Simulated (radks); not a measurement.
Spherical quantum dot in the effective-mass picture: electrons in a parabolic well V = omega^2 r^2 / 2 with omega = 0.082, with a point charge +1 (a donor) at the centre, all in effective atomic units (hartree* = m*/eps^2 hartree, bohr* = eps/m* bohr), one dielectric constant everywhere. Method: non-relativistic Kohn-Sham, PBE, spin-polarised, spherical densities; computed with a radial shooting solver with Libxc functionals. Levels are named by radial order and angular momentum (1s, 1p, 1d, 2s, ...), and open shells are averaged over m.

N = 4, configuration 1s2 1p(up 2, down 0). This is the lowest configuration that the search found (a dilute case). Occupied levels:

| level | occupation | eigenvalue (hartree*) | <r> (bohr*) |
|---|---|---|---|
| 1s down | 1 | 0.43051 | 2.265 |
| 1s up | 1 | 0.43136 | 2.696 |
| 1p up | 2 | 0.53172 | 6.395 |

Energy (hartree*): total 0.364686, kinetic 0.66927, external -1.3952, Hartree 1.7547, exchange-correlation -0.66409.

Electron density:

| r (bohr*) | n(r) (e/bohr*^3) |
|---|---|
| 0.206 | 0.2299 |
| 0.725 | 0.08435 |
| 1.24 | 0.03401 |
| 1.76 | 0.01517 |
| 2.28 | 0.007535 |
| 2.80 | 0.004241 |
| 3.32 | 0.002762 |
| 3.84 | 0.002078 |
| 4.36 | 0.001730 |
| 4.88 | 0.001513 |
| 5.39 | 0.001333 |
| 5.91 | 0.001149 |
| 6.43 | 0.0009509 |
| 6.95 | 0.0007433 |
| 7.47 | 0.0005425 |
| 7.99 | 0.0003707 |
| 8.51 | 0.0002399 |
| 9.03 | 0.0001481 |
| 9.55 | 0.00008753 |
| 10.1 | 0.00004919 |
